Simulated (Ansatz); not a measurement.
Geometry optimisation, RKS LDA/def2-SVP (Ansatz).

Input file:

```yaml
crystal:
  periodic: [false, false, false]
  atoms:
    - { symbol: Zr, position_ang: [0.0, 0.0, 0.0] }
    - { symbol: F, position_ang: [0.0, 0.0, 2.33] }
    - { symbol: Cl, position_ang: [2.3764, 0.0, -0.8392] }
    - { symbol: F, position_ang: [-0.9326, 1.6157, -0.6593] }
    - { symbol: "N", position_ang: [-1.0409, -1.8034, -0.7359] }
    - { symbol: H, position_ang: [-1.5759, -2.4197, -0.0595] }
    - { symbol: H, position_ang: [-1.0055, -2.0526, -1.7656] }
    - { symbol: O, position_ang: [1.237, -1.8784, 0.7473] }
    - { symbol: H, position_ang: [0.6706, -2.7104, 0.6628] }
    - { symbol: H, position_ang: [0.7289, -1.1068, 1.9476] }
basis:
  gaussian: { orbitals: def2-SVP }
hamiltonian:
  xc: lda
relax:
  f_tol: 0.15
  max_steps: 25
  restrain:
    - { distance: [0, 7], at: 3.27, k: 30.0 }
    - { distance: [9, 1], at: 2.12, k: 30.0 }
    - { distance: [0, 1], at: 1.98, k: 30.0 }
    - { distance: [9, 7], at: 1.01, k: 30.0 }
```

Run as:

```bash
$ ansatz run input.yaml --threads 4 --pin off --max-ram 5120MiB --backend cpu --events-out ev --progress --plain --runs-dir out
```

Question: Where does it end, and by what steps?

Answer: The forces met the threshold. The restraints hold the end off the free minimum; the threshold counts their pulls, which the force column leaves out. Restrained pairs: Zr1–O8 (2.37 → 3.25 Å), F2–H10 (1.38 → 2.12 Å), Zr1–F2 (2.33 → 1.95 Å), O8–H10 (1.51 → 0.99 Å). After 11 steps the energy has fallen by 3.099 eV (the restraints' own energy left out); O8 moved furthest, 0.84 Å.

```tsv
step	energy less start (eV)	largest force component (eV/Å)	accepted
0	0.0000	3.058	yes
1	-0.4886	4.639	yes
2	-1.2801	5.663	yes
3	-2.1067	4.264	yes
4	-2.7772	2.054	yes
5	-2.8834	1.558	yes
6	-2.9494	1.684	yes
7	-3.0033	1.296	yes
8	-3.0496	0.933	yes
9	-3.0705	1.159	yes
10	-3.0712	1.373	yes
11	-3.0987	1.054	yes
```

```xyz
10
Properties=species:S:1:pos:R:3
Zr 0.018 0.151 -0.101
F 0.133 0.073 1.843
Cl 1.942 0.476 -1.377
F -1.244 1.509 -0.460
N -0.835 -1.595 -0.651
H -1.820 -1.854 -0.490
H -0.429 -2.261 -1.329
O 1.255 -2.493 1.327
H 0.405 -2.523 0.827
H 1.033 -1.838 2.040
```

Run time: 11 s on 4 threads of INTEL(R) XEON(R) PLATINUM 8581C CPU @ 2.10GHz (Emerald Rapids), on a shared host, peak memory 0.21 GiB.
